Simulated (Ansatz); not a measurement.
CH6FGeNSi can be A, `N=C(F)[SiH2][GeH3]`, or B, `F[SiH]1C[NH][GeH2]1`.

Calculated with Ansatz (gas phase, PBE0-D4/def2-TZVP geometries, no zero-point term in ΔE). CCSD(T)/CBS adds triple-zeta CCSD(T) − MP2 to the extrapolated MP2 energy (def2 sets, frozen cores). DFT in def2-TZVPP. B3LYP here is the variant with VWN-RPA as its local correlation; programs differ in this. For Ge outer-core shells are correlated without core-valence functions, which leaves a few kJ/mol of doubt a bond. Scalar relativity is left out up to krypton. One conformer a species, not always the lowest.

A:

Z-matrix (Å, degrees):
```
Si
Ge 1 2.380
C 1 1.902 2 109.5
H 1 1.485 2 111.0 3 119.5
H 1 1.486 2 111.9 3 -117.4
H 2 1.534 1 109.9 3 -60.3
H 2 1.537 1 109.6 3 179.7
H 2 1.536 1 109.7 3 60.0
F 3 1.350 1 111.7 2 62.1
N 3 1.248 1 131.3 2 -116.5
H 10 1.016 3 110.9 1 -1.5
```

B:

Z-matrix (Å, degrees):
```
Si
C 1 1.893
F 1 1.602 2 116.3
Ge 1 2.367 2 77.8 3 -120.6
H 1 1.485 2 114.3 3 125.1
N 2 1.467 1 94.9 3 141.8
H 2 1.096 1 115.1 3 -100.9
H 2 1.100 1 111.5 3 22.3
H 4 1.549 1 119.6 2 91.3
H 4 1.540 1 125.5 2 -121.2
H 6 1.009 2 116.2 1 -174.1
```

Q: Which is lower in electronic energy at CCSD(T)/CBS, and by how much? (Estimate.)

A: The calculation gave: B, by 190.9 kJ/mol.

Q: Give E(B) − E(A) in kJ/mol with PBE-D4, HF/def2-TZVPP, B3LYP-D4, ωB97M-V, CCSD(T)/def2-TZVPP, r2SCAN-D4, CCSD/def2-TZVPP. (Best estimate.)

A: The calculation gave: PBE-D4 -165.2, HF/def2-TZVPP -169.3, B3LYP-D4 -168.3, ωB97M-V -182.4, CCSD(T)/def2-TZVPP -180.6, r2SCAN-D4 -173.1, CCSD/def2-TZVPP -183.6. None reverses the order clearly.

Largest T1 diagnostic: 0.014.

The D4 term adds −4.0 kJ/mol with B3LYP and −1.8 kJ/mol with PBE0; it sums over pairs of atoms, weighted by their polarisabilities, and B3LYP, whose exchange is more repulsive, gets the larger term. From PBE to PBE0 (25 % exact exchange), in def2-TZVPP and without D4, E(B) − E(A) moves by −17.5 kJ/mol.
